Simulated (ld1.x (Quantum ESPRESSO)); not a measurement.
# Reading a pseudo-wave (zinc)

Columns: radius, all-electron u(r) and pseudo u(r) of the 3s shell (level -150.09 eV) of zinc in the configuration [Ne] 3s2 3p6 3d10 4s0 4p0; revPBE, scalar-relativistic, TM scheme, ld1.x (Quantum ESPRESSO) 7.5.

```
r (bohr)  all-electron  pseudo
   0.076       -0.1536  0.2325
   0.152       -0.7229  0.4576
   0.228       -0.3998  0.6676
   0.304        0.2303  0.8555
   0.380        0.7873  1.0135
   0.456        1.1495  1.1336
   0.532        1.3213  1.2083
   0.608        1.3501  1.2319
   0.684        1.2872  1.2034
   0.760        1.1736  1.1286
   0.836        1.0378  1.0197
   0.912        0.8978  0.8930
   0.988        0.7643  0.7637
   1.064        0.6428  0.6428
   1.140        0.5355  0.5355
   1.216        0.4426  0.4426
   1.292        0.3637  0.3637
   1.368        0.2973  0.2973
   1.444        0.2420  0.2420
   1.520        0.1963  0.1963
   1.596        0.1588  0.1588
   1.672        0.1280  0.1280
   1.748        0.1030  0.1030
   1.824        0.0827  0.0827
   1.900        0.0663  0.0663
   1.976        0.0531  0.0531
```

Problem. How many radial nodes do the two functions have?

Solution. The all-electron 3s function has n − l − 1 = 2 (the table is too coarse to show those close to the nucleus); the pseudo-wave has 0, since the states of the same l below it are removed with the core.

Problem. At about which radius was the pseudo-wave matched?

Solution. 1.12 bohr, where the columns begin to agree (steps of 0.08 bohr).

Problem. Where does each function peak?

Solution. Outermost all-electron maximum near 0.61 bohr, pseudo maximum near 0.61 bohr (to the table’s step).

Problem. Is the pseudo-wave norm-conserving?

Solution. Yes: the TM scheme keeps the norm inside the radius equal to the all-electron one, which fixes the energy derivative of the logarithmic derivative at the level.
